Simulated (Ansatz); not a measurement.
Ansatz (an electronic-structure program) input (PBE0/def2-QZVPP):
A basis named .json is the Basis Set Exchange file of that set.

Ansatz 0.2 input:
```yaml
crystal:
  periodic: [false, false, false]
  atoms:
    - {symbol: Mn, position_ang: [-0.00000000, -0.00000000, -0.48685276]}
    - {symbol: F, position_ang: [0.00000000, 0.00000000, 1.35236876]}
basis:
  gaussian:
    orbitals: def2-QZVPP.json
hamiltonian:
  xc: {name: PBE0}
magnetization: {spin_polarized: true, initial_magnetization: 6}
```

Output:

```
Functional definition: PBE0
integrals: 0.05 GiB planned
795 factors; their error is unknown
mean field: 0.70 GiB planned
mean field evaluation 1: about -34028.7317 eV, gradient 2.9e1 eV
mean field evaluation 2: about -34027.2511 eV, gradient 4.3e1 eV
mean field evaluation 4: about -34031.7274 eV, gradient 6.7e-1 eV
mean field evaluation 8: about -34031.8021 eV, gradient 1.7e-1 eV
mean field evaluation 16: about -34031.8022 eV, gradient 2.6e-5 eV
mean field -34031.80217183 eV, -1250.6456622306 hartree, gradient 2.6e-5 eV, S^2 12.002843; 0 other end points of the search recorded, 0 dependent functions left out
reference -34031.80220774 eV, -1250.6456635502 hartree; 20, 14 occupied and 137, 143 virtual orbitals, 795 factors
Total energy: -34031.80220774 eV, -1250.6456635502 hartree
```

The spin state was set by rule; other spins were not relaxed.
